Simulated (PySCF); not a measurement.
Species: Al₂Cl₃H₃.
SMILES with atom numbers: `[Cl:1][AlH-:2]1[Cl+:3][AlH2-:4][Cl+:5]1` (hydrogens: H6 on Al2; H7, H8 on Al4)

Cartesian coordinates in Å at the PBE0-D3(BJ)/def2-SVP level; atoms count from 1:
```
atom  x, y, z in Å
Cl1   -2.9116    0.9406    0.4805
Al2   -1.4955   -0.5067   -0.0675
Cl3    0.1382   -0.4945    1.5377
Al4    1.6423    0.4143    0.0154
Cl5   -0.0338    0.3954   -1.5915
H6    -1.8757   -1.9669   -0.4856
H7     1.9166    1.9095    0.4259
H8     2.6755   -0.7110   -0.3690
```

Computed with PBE0-D3(BJ)/def2-SVP geometry optimisation, gas phase in PySCF.

Masses are those of the commonest isotopes; rigid-rotor values at the optimised geometry. 

Problem. Give the principal moments of inertia and the rotational constants in GHz.

Solution. Ia = 232.01, Ib = 446.84, Ic = 585.92 u·Å²; 505379 MHz·u·Å²/I gives 2178, 1131 and 862.5 MHz, that is A = 2.1782, B = 1.1310, C = 0.8625 GHz.

Problem. Classify the top.

Solution. An asymmetric top; Ray's κ = -0.592.

Problem. What does the inertial defect say?

Solution. Not planar: Δ = Ic − Ia − Ib = -92.94 u·Å². For a rigid frame Δ = −2 Σ m c², so Σ m c² = 46.47 u·Å² lies off the ab plane: 10.25 from hydrogen and 36.22 from heavier atoms. The atom farthest from that plane is 2.35 Å away.

Problem. Give the other two planar moments, Paa and Pbb, and the rms extents of the mass along the axes.

Solution. Paa = Σ m a² = (Ib + Ic − Ia)/2 = 400.37 and Pbb = Σ m b² = (Ia + Ic − Ib)/2 = 185.54 u·Å². With the mass M = 161.89 u, the rms extents √(P/M) along a, b and c are 1.57, 1.07, 0.54 Å.

Problem. Which types of transition are allowed, and where do some lines up to J = 4 fall?

Solution. The dipole components are |μa| = 1.37 D, |μb| = 0.00 D, |μc| = 0.44 D; the mirror of this Cs structure is the ac plane, so μb vanishes by symmetry (the 0.01 D computed is a residue) and there are no b-type lines. The squared components, which scale the intensities, stand as 1.00 : 0.10 (a : c). Some of the stronger lines:

```
type  branch         J(Ka,Kc)    MHz  lower level (cm⁻¹)
   c       Q  3(1,3) ← 3(0,3)    568               0.392
   a       Q  3(1,2) ← 3(1,3)   1606               0.411
   a       Q  4(1,3) ← 4(1,4)   2651               0.656
   c       Q  2(2,1) ← 2(1,1)   3142               0.252
   c       Q  4(3,2) ← 4(2,2)   5437               0.842
   a       R  3(0,3) ← 2(0,2)   5807               0.198
   a       R  3(2,2) ← 2(2,1)   5981               0.357
   a       R  3(1,2) ← 2(1,1)   6352               0.252
   a       R  4(1,4) ← 3(1,3)   7359               0.411
   a       R  4(0,4) ← 3(0,3)   7582               0.392
   a       R  4(3,2) ← 3(3,1)   8052               0.755
   c       Q  4(4,1) ← 4(3,1)   8168               1.024
   c       R  4(1,3) ← 3(0,3)  10579               0.392
   c       R  3(3,0) ← 2(2,0)  11874               0.359
```

Problem. Estimate the classical rotational partition function at 100 K, 200 K and 298.15 K.

Solution. Point group Cs, symmetry number σ = 1; q = (√π/σ)·√((kT/h)³/(ABC)), k/h = 20836.6 MHz/K: 116000 at 100 K, 327000 at 200 K, 595000 at 298.15 K.

PBE0-D3(BJ)/def2-SVP frequencies: not computed here. These are rigid-rotor constants of the computed structure; measured ground-state constants (B0) also hold zero-point vibration. Quadrupole hyperfine structure (27Al, 35Cl) is left out.
